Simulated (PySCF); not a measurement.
**Electric field gradients and quadrupole coupling constants**

C4H7NO2S.
Z-matrix (Å and degrees, GFN2-xTB geometry), rows numbered from 1:
```
C 
C   1  1.3289
C   2  1.4427  1  123.62
N   3  1.2446  2  124.73  1  -168.18
S   3  1.8671  2  117.90  1    14.53
C   5  1.8269  3  104.92  2    67.44
O   5  1.4416  3  112.81  2   -50.10
O   5  1.4416  3  104.87  2  -179.34
H   1  1.0774  2  121.71  3     1.46
H   1  1.0772  2  121.05  3   178.91
H   2  1.0827  1  121.70  3  -178.12
H   4  1.0195  3  114.19  2   179.59
H   6  1.0827  5  107.37  3   173.57
H   6  1.0815  5  108.65  3   -66.40
H   6  1.0819  5  107.58  3    54.49
```

Field gradients from the PBE0/pcSseg-1 density (PySCF, non-relativistic), principal values in atomic units, ordered |Vxx| ≤ |Vyy| ≤ |Vzz|:

```json
{"atom": "N4", "Vxx": "0.1698", "Vyy": "0.7994", "Vzz": "-0.9692"}
{"atom": "S5", "Vxx": "-0.0718", "Vyy": "-0.0925", "Vzz": "0.1642"}
{"atom": "O7", "Vxx": "-0.6273", "Vyy": "-0.7660", "Vzz": "1.3933"}
{"atom": "O8", "Vxx": "-0.5906", "Vyy": "-0.7419", "Vzz": "1.3325"}
```

Question: Find the asymmetry η = (Vxx − Vyy)/Vzz and the couplings χ = eQV/h (234.96 MHz × Q in barn × V in au), with Q(14N) = 0.02044 b, Q(33S) = −0.0678 b, Q(17O) = −0.0256 b.

Answer: 
```
atom      environment  nucleus     η  χzz (MHz)  χxx (MHz)  χyy (MHz)
  N4     C=N nitrogen      14N  0.65     -4.655      0.815      3.839
  S5  sulfonyl sulfur      33S  0.13     -2.616      1.143      1.473
  O7  sulfonyl oxygen      17O  0.10      -8.38       3.77       4.61
  O8  sulfonyl oxygen      17O  0.11      -8.02       3.55       4.46
```

The tensor is traceless: Vxx + Vyy + Vzz = 0.

Question: What is Vzz at N4 in SI units (1 au = 9.71736 × 10²¹ V/m²)?

Answer: -0.9692 au = -9.418 × 10²¹ V/m².

Question: What couplings would deuterons (Q(2H) = 0.00286 b) have in place of the hydrogens, at this geometry?

Answer: 
```json
{"atom": "H9", "bonded to": "C1", "bond length (Å)": "1.077", "Vzz (au)": "0.3144", "η": "0.06", "χzz (kHz)": "211"}
{"atom": "H10", "bonded to": "C1", "bond length (Å)": "1.077", "Vzz (au)": "0.3328", "η": "0.02", "χzz (kHz)": "224"}
{"atom": "H11", "bonded to": "C2", "bond length (Å)": "1.083", "Vzz (au)": "0.3185", "η": "0.06", "χzz (kHz)": "214"}
{"atom": "H12", "bonded to": "N4", "bond length (Å)": "1.020", "Vzz (au)": "0.3658", "η": "0.04", "χzz (kHz)": "246"}
{"atom": "H13", "bonded to": "C6", "bond length (Å)": "1.083", "Vzz (au)": "0.3190", "η": "0.04", "χzz (kHz)": "214"}
{"atom": "H14", "bonded to": "C6", "bond length (Å)": "1.082", "Vzz (au)": "0.3192", "η": "0.04", "χzz (kHz)": "215"}
{"atom": "H15", "bonded to": "C6", "bond length (Å)": "1.082", "Vzz (au)": "0.3187", "η": "0.04", "χzz (kHz)": "214"}
```

The structure is a single GFN2-xTB conformer in the gas phase; no vibrational or solvent corrections. GFN2-xTB bond lengths can be off by several hundredths of an ångström, more for odd bonds, and the gradients follow them. The small basis limits the accuracy of the gradients.
